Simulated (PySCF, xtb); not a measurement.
B(F)(vinyl)(NH2) (C₂H₅BFN), SMILES C=CB(F)N. The values are those of a single conformer.

Harmonic wavenumbers (cm⁻¹) from GFN2-xTB (xtb 6.7.1) at its own minimum, in rising order: 48, 202, 334, 368, 433, 529, 567, 640, 743, 827, 925, 1019, 1041, 1197, 1296, 1368, 1426, 1520, 1671, 3043, 3080, 3096, 3509, 3564.

Task: What does B3LYP-D3(BJ)/def2-SVP (PySCF) give at its own minimum? (The exact figures need the calculation; the answer reports its results.)

Result: 71, 214, 366, 406, 454, 497, 573, 720, 758, 880, 983, 1024, 1050, 1249, 1324, 1402, 1448, 1595, 1695, 3113, 3131, 3201, 3604, 3710. Paired by order, the mean absolute difference is 45 cm⁻¹ and the zero-point energies are 46.4 and 47.8 kcal/mol.
